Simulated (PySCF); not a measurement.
# Exercise with solution: oscillator strength and radiative lifetime

Si(OSiH3)(H)(NHSiH3)(Cl) (ClH8NOSi3), SMILES [SiH3]N[SiH](Cl)O[SiH3].

The structure is a stationary point at B3LYP-D3(BJ)/def2-SVP. The values are those of a single conformer.

TDA-PBE0/def2-SVPD in PySCF puts the first singlet state with f over 0.02 at 7.46 eV (vertical), with the transition dipole (-0.424, 0.048, -0.336) in atomic units.

### Question
Find the oscillator strength, the wavelength and the radiative lifetime that this transition would have in vacuum if emission retraced absorption.

### Answer

|μ|² = 0.2950 au, so |μ| = 1.38 D. ΔE = 7.46/27.211 = 0.2741 hartree. f = (2/3) ΔE |μ|² = 0.054 (the program prints 0.054).
λ = 1239.84/7.46 = 166 nm; ν = 60169 cm⁻¹.
Einstein's coefficient A = 0.6670 ν² f s⁻¹ (ν in cm⁻¹) = 1.3e8 s⁻¹, so τ = 1/A = 7.7 ns. This state is S3; the lower singlets have f = 0.005, 0.018. The figure is the radiative limit of this one transition; relaxation, internal conversion, crossing to triplets and a medium change what is measured.
